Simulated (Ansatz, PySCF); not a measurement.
BiFBr2, SMILES [F][Bi]([Br])[Br]. Atoms are numbered in the order given.

```xyz
4

Bi    -0.1681     0.6560     0.0000
F      1.7547     1.3395     0.0000
Br     0.0246    -1.0197    -2.0134
Br     0.0246    -1.0197     2.0134
```
Charge 0, spin multiplicity 1.

The structure is a stationary point at B3LYP-D3(BJ)/def2-SVP. The structure was generated by enumeration; whether it is a known compound was not checked. The def2 effective core potentials stand for the cores of Bi; spin–orbit coupling is left out.

Two levels are set side by side: PBE-D3(BJ)/def2-SVP (Ansatz, a program for electronic structure) and B3LYP-D3(BJ)/def2-SVP (Ansatz). Each level has its own optimised geometry; the coordinates shown are those of the second. Frequencies come from the Hessian of PySCF at each geometry. Differences are taken from unrounded values.

| quantity | B3LYP-D3(BJ) |
|---|---|
| mean bond length (Å) | 2.431 |
| bond Bi1–F2 (Å) | 2.041 |
| bond Bi1–Br3 (Å) | 2.627 |
| bond Bi1–Br4 (Å) | 2.627 |
| highest harmonic wavenumber (cm⁻¹) | 576 |
| mean harmonic wavenumber (cm⁻¹) | 222 |
| zero-point energy (kcal/mol) | 1.90 |

### Question
What does PBE-D3(BJ) give, and how far is it from B3LYP-D3(BJ)? (An estimate is asked for; the answer gives what the named calculation found.)

### Answer

```csv
quantity,PBE-D3(BJ),PBE-D3(BJ) minus B3LYP-D3(BJ)
mean bond length (Å),2.438,0.007
bond Bi1–F2 (Å),2.056,0.015
bond Bi1–Br3 (Å),2.630,0.003
bond Bi1–Br4 (Å),2.630,0.003
highest harmonic wavenumber (cm⁻¹),557,-19
mean harmonic wavenumber (cm⁻¹),215,-7
zero-point energy (kcal/mol),1.84,-0.06
```
